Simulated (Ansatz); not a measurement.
Input file for Ansatz (a quantum-chemistry and plane-wave program): R-wB97X-V/def2-TZVPPD on HBr (SMILES Br) with ghost functions. Files ending in .json are basis or fitting sets from the Basis Set Exchange.

Ansatz 0.2 input:
```yaml
crystal:
  periodic: [false, false, false]
  atoms:
    - {symbol: Br, position_ang: [0.17720384, -0.30934115, 3.68880181]}
    - {symbol: H, position_ang: [0.25518568, -0.59205068, 2.28870899]}
basis:
  gaussian:
    orbitals: def2-TZVPPD.json
    ghost_atoms:
      - {symbol: Cl, position_ang: [0.53481538, -0.46597293, -0.22561594]}
      - {symbol: H, position_ang: [0.80026747, 0.78567606, -0.12357310]}
hamiltonian:
  xc: {name: wB97X-V}
scf: {lower_state_search: off}
```

Output:

```
WARN ansatz: RAYON_NUM_THREADS=2 ignored (pool sized by the plan → 2); use --threads N
Functional definition: wB97X-V
these checks for a lower state are left out or cut short: stability, starts, cluster_reference, orbital_swaps, neighbouring_geometries, increment
integrals: 0.08 GiB planned
890 factors; their error is unknown
integrals: 0.11 GiB planned
178 factors; integrals over basis functions are off by at most 1.1e-4 eV
mean field: 0.62 GiB planned
mean field evaluation 1: about -70055.8451 eV, gradient 8.9e0 eV
mean field evaluation 2: about -70056.0630 eV, gradient 4.1e0 eV
mean field evaluation 4: about -70056.1066 eV, gradient 3.4e-1 eV
mean field evaluation 8: about -70056.3188 eV, gradient 3.5e-2 eV
mean field evaluation 16: about -70056.3188 eV, gradient 2.6e-6 eV
mean field -70056.31880361 eV, -2574.5222301543 hartree, gradient 2.6e-6 eV, S^2 0.000000; 0 other end points of the search recorded, 0 dependent functions left out
reference -70056.31880175 eV, -2574.5222300860 hartree; 18, 18 occupied and 124, 124 virtual orbitals, 890 factors
Total energy: -70056.31880175 eV, -2574.5222300860 hartree
Checks for a lower state left out: stability, starts, cluster_reference, orbital_swaps, neighbouring_geometries, increment
```

The calculation finished and met its thresholds.

Cost: around 4 core-seconds (rough).
